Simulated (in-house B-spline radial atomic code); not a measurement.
## RPA and G0W0 on PBEsol: the boron ion B²⁺

Configuration [He] 2s1, highest spin, mean-field start PBEsol. Computed with a B-spline radial code for spherical atoms: all electrons, scalar-relativistic (spin-free one-electron X2C), finite nucleus, each spin shell either full or empty, empty states to l = 9 with an (l + 1/2)⁻⁴ tail; G0W0 by contour deformation at full frequency.

RPA overbinds a lone outer s electron by self-correlation, and G0W0 tends to as well.

Command:
```bash
python run_gw.py task.json out
```
Settings (radii: box in bohr, nucleus in fm):
```
Z                        5
electrons                3
configuration            [He] 2s1
hamiltonian              x2c
method                   pbesol
lmax                     9
rms_radius               2.406
spin_polarised           True
box_radius               17.55
intervals                72
ion_configuration        1s2
```

Time taken, with all properties: 2.3 s on 1 thread of Arm Neoverse N1, with other jobs on the host.

Energies (hartree):

| term | value |
| --- | --- |
| mean-field total | -23.27252 |
| Hartree-Fock functional on these orbitals | -23.38057 |
| direct second order | -0.15391 |
| second-order exchange | 0.10241 |
| SOSEX correction | 0.084126 |

(1) What is the RPA correlation energy, and what remains with SOSEX?

Quasi-particle levels (eV):

```
  level  occupied  mean field  Σx - vxc     Σc  QP weight     G0W0
  2s up       yes      -32.47     -5.39      ?          ?        ?
2s down        no     -27.048      4.51  -2.57      0.867  -25.104
```

G0W0 = mean field + (Σx - vxc) + Σc, with Σc (partial-wave tail included) taken at the quasi-particle energy. Levels of low weight are left out.

(2) Where does G0W0 put 2s up?

(3) What does it cost to remove one electron (to 1s2) by differences of total energies, each species on its own start (correlation terms add to the Hartree-Fock functional)?

## Answers

(1) RPA gives -0.13239 hartree (-1.2 eV per electron); RPA + SOSEX gives -0.048265, and the second-order doubles -0.0515 hartree (no singles). SOSEX takes back 64 % of the RPA value.

(2) At -38.96 eV, with Σc = -1.09 eV and a quasi-particle weight of 0.936. The tabulated removal energy is 37.931 eV (NIST, measured).

(3) PBEsol 37.99 eV, Hartree-Fock functional 37.81 eV, + RPA 38.97 eV, + RPA + SOSEX 37.90 eV, + second order 37.92 eV. Tabulated: 37.931 eV (NIST, measured).
